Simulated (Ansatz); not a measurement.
One change: `C=C=C[SiH2][SiH3]` becomes `C=C=C[SeH]`.

Ansatz, PBE0-D4/def2-TZVP geometries, multiplicity 1. Each molecule was computed in one conformer, which needn't be the lowest.

Scalar relativity is left out up to krypton.

| property | `C=C=C[SiH2][SiH3]` |
| --- | --- |
| HOMO energy (PBE/def2-TZVPP) / eV | -6.33 |
| HOMO energy (B3LYP/def2-TZVPP) / eV | -7.21 |
| HOMO–LUMO gap (B3LYP/def2-TZVPP) / eV | 6.59 |
| LUMO energy (ωB97M-V/def2-TZVPP) / eV | 1.52 |
| size of the dipole moment (ωB97M-V/def2-TZVPP) / D | 0.64 |
| LUMO energy (PBE0/def2-TZVPP) / eV | -0.43 |

Task: What does the change do to each property? (An estimate is asked.)

Result: The calculation gave: 
```
                                          property  `C=C=C[SeH]`  shift
                 HOMO energy (PBE/def2-TZVPP) / eV         -5.37   0.96
               HOMO energy (B3LYP/def2-TZVPP) / eV         -6.25   0.96
             HOMO–LUMO gap (B3LYP/def2-TZVPP) / eV          5.49  -1.10
             LUMO energy (ωB97M-V/def2-TZVPP) / eV          1.52   0.00
size of the dipole moment (ωB97M-V/def2-TZVPP) / D          0.95   0.31
                LUMO energy (PBE0/def2-TZVPP) / eV         -0.54  -0.11
```

With PBE0 the HOMO rises by 0.95 eV and the LUMO falls by 0.11 eV, so the gap narrows by about 1.06 eV. PBE moves the HOMO by 0.96 eV and ωB97M-V by 0.90 eV. Dipoles are sizes alone; their direction can turn.

B3LYP here is the variant with VWN-RPA as its local correlation; programs differ in this.

Spin–orbit coupling is left out; it splits and shifts lone-pair levels of the heavy atoms by tenths of an eV.
